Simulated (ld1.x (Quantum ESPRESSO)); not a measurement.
## Pseudopotential generation for arsenic (As): ultrasoft, PBEsol, non-relativistic.

As, ultrasoft, made with ld1.x (Quantum ESPRESSO) 7.5 (PBEsol, non-relativistic). Core [Ar], reference 3d10 4s2 4p3. Waves: 4s (bound): rcut 1.60, rcutus 1.90 bohr; 4s channel at 0.6 Ry: rcut 1.60, rcutus 1.90 bohr; 4p (bound): rcut 1.45, rcutus 1.60 bohr; 4p channel at 5 Ry: rcut 1.45, rcutus 1.60 bohr; 3d (bound): rcut 1.15, rcutus 1.40 bohr; 3d channel at 1.1 Ry: rcut 1.15, rcutus 1.40 bohr. Local part: all-electron potential smoothed inside 1.05 bohr (lloc = -1). Core correction: none. Augmentation charge: PSQ, radius 0.85 bohr.

All-electron outer shells of the reference configuration (PBEsol, non-relativistic, ld1.x):

| shell | level (eV) | outermost node (bohr) | outermost maximum (bohr) |
| --- | --- | --- | --- |
| 3p | -132.07 | 0.22 | 0.52 |
| 3d | -41.72 | – | 0.47 |
| 4s | -14.06 | 0.75 | 1.65 |
| 4p | -5.23 | 0.78 | 2.00 |

Results:

| Quantity | Value |
| --- | --- |
| Cutoffs needed | 80 Ry and 100 Ry (the cutoffs (Ry, on a coarse ladder) from which the occupation-weighted sum of valence levels, in a spherical-Bessel basis at the reference potential, stays within 10 and 1 mRy of its value at 400 Ry) |
| Ghost test | ghost state, extra bound levels that the all-electron valence spectrum of the same l lacks: s at -97.6 eV; a true bound ghost makes a file unfit for plane-wave use (spherical-Bessel basis up to 400 Ry, 20 bohr box) |
| Largest excitation error | -277 meV (all-electron minus pseudo) for 3d9 4s2 4p3, out of 7 test configurations |
| Lowest eigenvalue of the overlap operator | 0.22 (s channel) |
| Density cutoff estimated by the generator | 926 Ry |

Generation and tests took about 1.1 s on one core of a shared server CPU.
